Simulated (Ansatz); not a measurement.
Reactions of `[NH2][SnH2][SiH2]O`.

Computed with Ansatz on PBE0-D4/def2-TZVP structures; ΔE is electronic, products minus reactants. CCSD(T)/CBS is the MP2 limit (def2-TZVPP, def2-QZVPP) plus CCSD(T) − MP2 in def2-TZVPP, frozen cores. This one scheme is used for every species. Functionals use def2-TZVPP. def2 core potentials past Kr. For Br, Ge, Sn outer-core shells are correlated without core-valence functions, which leaves a few kJ/mol of doubt a bond. Scalar relativity is left out up to krypton. One conformer a species, not always the lowest.

| reaction | CCSD(T)/CBS(def2) (eV) |
| --- | --- |
| `[NH2][SnH2][SiH2]O` + `BO[SiH2]S` → `O[SiH2]O[SiH2]S` + `[BH2][SnH2][NH2]` | ? |
| `[NH2][SnH2][SiH2]O` + `O[SiH2]CCl` → `O[SiH2][SiH2]CCl` + `[NH2][SnH2][OH]` | 1.13 |
| `[NH2][SnH2][SiH2]O` + `[CH3][AlH][OH]` → `[CH3][AlH][O][SiH2]O` + `[NH2][SnH3]` | ? |
| `[NH2][SnH2][SiH2]O` + `CC(O)=S` → `CC(=S)O[SiH2]O` + `[NH2][SnH3]` | -0.47 |
| `[NH2][SnH2][SiH2]O` + `CB(O)F` → `CB(F)[SiH2]O` + `[NH2][SnH2][OH]` | 1.93 |
| `[NH2][SnH2][SiH2]O` + `BN` → `BN[SiH2]O` + `[NH2][SnH3]` | ? |
| `[NH2][SnH2][SiH2]O` + HBr → `[NH2][SnH2][Br]` + silanol | -0.86 |
| `[NH2][SnH2][SiH2]O` + `FB(F)Br` → `[NH2][SnH2][Br]` + `O[SiH2]B(F)F` | 0.07 |
| `[NH2][SnH2][SiH2]O` + dimethyl ether → `[NH2][SnH3]` + `COC[SiH2]O` | 0.50 |
| `[NH2][SnH2][SiH2]O` + `[CH3][GeH]([OH])[F]` → `O[SiH2][SnH2][OH]` + `[CH3][GeH]([NH2])[F]` | 0.13 |

**Question.** Fill in the missing values. (An estimate is asked.)

**Answer.** Computed: `[NH2][SnH2][SiH2]O` + `BO[SiH2]S` → `O[SiH2]O[SiH2]S` + `[BH2][SnH2][NH2]`: +0.44 eV; `[NH2][SnH2][SiH2]O` + `[CH3][AlH][OH]` → `[CH3][AlH][O][SiH2]O` + `[NH2][SnH3]`: -1.06 eV; `[NH2][SnH2][SiH2]O` + `BN` → `BN[SiH2]O` + `[NH2][SnH3]`: -0.29 eV.

Largest T1 diagnostic: 0.017, for `CC(O)=S`.
